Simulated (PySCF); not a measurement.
Cl4Se, charge +1, doublet, geometry from GFN2-xTB (a state made from the parent by changing its charge; the spin is typed, not shown lowest); B97M-V/STO-3G run with PySCF.

Input for PySCF:
```python
from pyscf import gto, scf, dft

mol = gto.M(
    atom='''
Se   -0.00159498    0.00389970    0.25122790
Cl    1.04149230   -1.30759797   -1.02550286
Cl    1.74308011    1.41318051    0.79024394
Cl   -1.02813305    1.27493491   -1.07872989
Cl   -1.75324939   -1.38831685    0.81153300
''',
    basis='sto-3g',
    charge=1,
    spin=1,
    verbose=4,
)

mf = dft.UKS(mol)
mf.xc = 'b97m_v'
mf.grids.atom_grid = (99, 590)
mf.grids.prune = None
mf.kernel()
```

Problem. What does PySCF print? Leave out banner, timings and long lists.

Solution. 
```
PySCF version 2.14.0

[INPUT] verbose = 4
[INPUT] num. atoms = 5
[INPUT] num. electrons = 101
[INPUT] charge = 1
[INPUT] spin (= nelec alpha-beta = 2S) = 1
[INPUT] symmetry False subgroup None
[INPUT] Mole.unit = angstrom
[INPUT] Symbol           X                Y                Z      unit          X                Y                Z       unit  Magmom
[INPUT]  1 Se    -0.001594980000   0.003899700000   0.251227900000 AA   -0.003014075374   0.007369364968   0.474751925850 Bohr   0.0
[INPUT]  2 Cl     1.041492300000  -1.307597970000  -1.025502860000 AA    1.968135207843  -2.471002044337  -1.937919545358 Bohr   0.0
[INPUT]  3 Cl     1.743080110000   1.413180510000   0.790243940000 AA    3.293944021077   2.670524128473   1.493344618197 Bohr   0.0
[INPUT]  4 Cl    -1.028133050000   1.274934910000  -1.078729890000 AA   -1.942889884114   2.409277806547  -2.038504054482 Bohr   0.0
[INPUT]  5 Cl    -1.753249390000  -1.388316850000   0.811533000000 AA   -3.313161175161  -2.623538620619   1.533575111047 Bohr   0.0

nuclear repulsion = 818.775687623473
number of shells = 28
number of NR pGTOs = 162
number of NR cGTOs = 54
basis = sto-3g
ecp = {}

******** <class 'pyscf.dft.uks.UKS'> ********
method = UKS
initial guess = minao
damping factor = 0
level_shift factor = 0
DIIS = <class 'pyscf.scf.diis.CDIIS'>
diis_start_cycle = 1
diis_space = 8
diis_damp = 0
SCF conv_tol = 1e-09
SCF conv_tol_grad = None
SCF max_cycles = 50
direct_scf = True
direct_scf_tol = 1e-13
number electrons alpha = 51  beta = 50
XC library pyscf.dft.libxc version 7.1.2
    S. Lehtola, C. Steigemann, M. J. T. Oliveira, and M. A. L. Marques,  SoftwareX 7, 1–5 (2018)
XC functionals = b97m_v
    N. Mardirossian and M. Head-Gordon,  J. Chem. Phys. 142, 074111 (2015)
radial grids:
    Treutler-Ahlrichs [JCP 102, 346 (1995); DOI:10.1063/1.469408] (M4) radial grids

becke partition: Becke, JCP 88, 2547 (1988); DOI:10.1063/1.454033
pruning grids: None
grids dens level: 3
symmetrized grids: False
atomic radii adjust function: <function treutler_atomic_radii_adjust>
User specified grid scheme (99, 590)
** Following is NLC and NLC Grids **
NLC functional = b97m_v
radial grids:
    Treutler-Ahlrichs [JCP 102, 346 (1995); DOI:10.1063/1.469408] (M4) radial grids

becke partition: Becke, JCP 88, 2547 (1988); DOI:10.1063/1.454033
pruning grids: <function nwchem_prune>
grids dens level: 3
symmetrized grids: False
atomic radii adjust function: <function treutler_atomic_radii_adjust>
small_rho_cutoff = 0
Set gradient conv threshold to 3.16228e-05
tot grids = 292056
tot grids = 95944
init E= -4191.5468883399

cycle= 1 E= -4194.87944683547  delta_E= -3.33  |g|= 0.161  |ddm|= 2.57
cycle= 2 E= -4194.82773496463  delta_E= 0.0517  |g|= 0.25  |ddm|= 1.18
cycle= 3 E= -4194.9044038999  delta_E= -0.0767  |g|= 0.0296  |ddm|= 0.86
cycle= 4 E= -4194.90529281332  delta_E= -0.000889  |g|= 0.0215  |ddm|= 0.192
cycle= 5 E= -4194.90600272996  delta_E= -0.00071  |g|= 0.00215  |ddm|= 0.0796
cycle= 6 E= -4194.90600850448  delta_E= -5.77e-06  |g|= 0.000169  |ddm|= 0.00722
cycle= 7 E= -4194.90600857514  delta_E= -7.07e-08  |g|= 9.21e-05  |ddm|= 0.0012
cycle= 8 E= -4194.90600855097  delta_E= 2.42e-08  |g|= 0.000155  |ddm|= 0.000907
cycle= 9 E= -4194.90600859023  delta_E= -3.93e-08  |g|= 3.2e-06  |ddm|= 0.000585
cycle= 10 E= -4194.90600859026  delta_E= -3e-11  |g|= 4.37e-07  |ddm|= 2.77e-05
Extra cycle  E= -4194.90600859026  delta_E= 9.09e-13  |g|= 6.36e-07  |ddm|= 3.63e-06
converged SCF energy = -4194.90600859026  <S^2> = 0.75708098  2S+1 = 2.0070685
```
